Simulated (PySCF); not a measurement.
# Trend along the second period: MRb molecules

PBE0 with double-zeta basis sets in PySCF, for the lowest determinant that a PBE0 search found; no spin–orbit coupling. De refers to high-spin ground-configuration atoms. A positive dipole means M(−)Rb(+).

```tsv
M	basis	state (unpaired electrons)	Re (Å)	ωe (cm⁻¹)	De (eV)	μ (D)
Li	def2-SVP	singlet (closed shell)	3.569	185	0.61	3.60
Be	def2-SVP	doublet (σ ↑)	3.582	151	0.28	3.78
B	def2-SVPD	triplet (σ ↑, π ↑)	3.034	242	0.94	8.04
C	def2-SVPD	quartet (σ ↑, π ↑↑)	2.701	326	2.10	9.32
N	def2-SVPD	triplet (π ↑↑)	2.735	260	0.84	6.09
F	def2-SVP	singlet (closed shell)	2.300	398	4.33	8.42
```

The shortest bond is that of RbF (2.300 Å), the longest that of RbBe (3.582 Å). RbF is bound most strongly (4.33 eV) and RbBe least (0.28 eV).

The rows differ in basis set, which adds steps of its own.

The state changes along the series, so neighbouring rows are not always alike in their bonding.

Closed-shell solutions of metal pairs were not tested for spin polarisation, which can lower them a little. Weak bonds: RbBe. Basis-set superposition, not corrected here, can be much of De in a small basis, most of all at correlated wavefunction levels. Functionals without a dispersion term scatter widely for such bonds, and LDA overbinds them. States were picked by a PBE0 search and need not be the measured ground states.
